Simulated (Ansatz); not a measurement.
Calculated with Ansatz (gas phase, PBE0-D4/def2-TZVP geometries, no zero-point term in ΔE). CBS: MP2 limit from def2 TZ/QZ plus the TZ coupled-cluster correction, frozen cores. Double bonds are as drawn, so ΔE can hold a change between cis and trans. DFT in def2-TZVPP. B3LYP here is the variant with VWN-RPA as its local correlation; programs differ in this. For Ga outer-core shells are correlated without core-valence functions, which leaves a few kJ/mol of doubt a bond. Scalar relativity is left out up to krypton. One conformer a species, not always the lowest.

Consider the redistribution: `[SiH3][SiH2][CH2][GaH2]` + `C/C(O)=N\[SiH3]` → `O/[C]([GaH2])=N/[SiH3]` + `CC[SiH2][SiH3]`.

(1) Is it downhill or uphill in electronic energy at CCSD(T)/CBS, and by how much? (Estimate.)

(2) What do these levels give: PBE0-D4, B3LYP-D4, B2PLYP, HF/def2-TZVPP, MP2/def2-TZVPP, MP2/CBS(def2)? (Best estimate.)

Largest T1 diagnostic among the species: 0.015.

Results:

(1) The calculation gave: Uphill: ΔE = +32.2 kJ/mol.

(2) Ansatz gave: PBE0-D4 32.4, B3LYP-D4 33.3, B2PLYP 35.4, HF/def2-TZVPP 49.3, MP2/def2-TZVPP 33.7, MP2/CBS(def2) 36.0 kJ/mol.

From PBE to PBE0 (25 % exact exchange), in def2-TZVPP and without D4, ΔE moves by +4.5 kJ/mol. In def2-TZVPP, CCSD(T) changes the Hartree–Fock value by −19.4 kJ/mol (the triples alone add −3.3 kJ/mol) and MP2 by −15.6 kJ/mol. The D4 term adds −4.2 kJ/mol with B3LYP and −2.1 kJ/mol with PBE0; it sums over pairs of atoms, weighted by their polarisabilities, and B3LYP, whose exchange is more repulsive, gets the larger term.
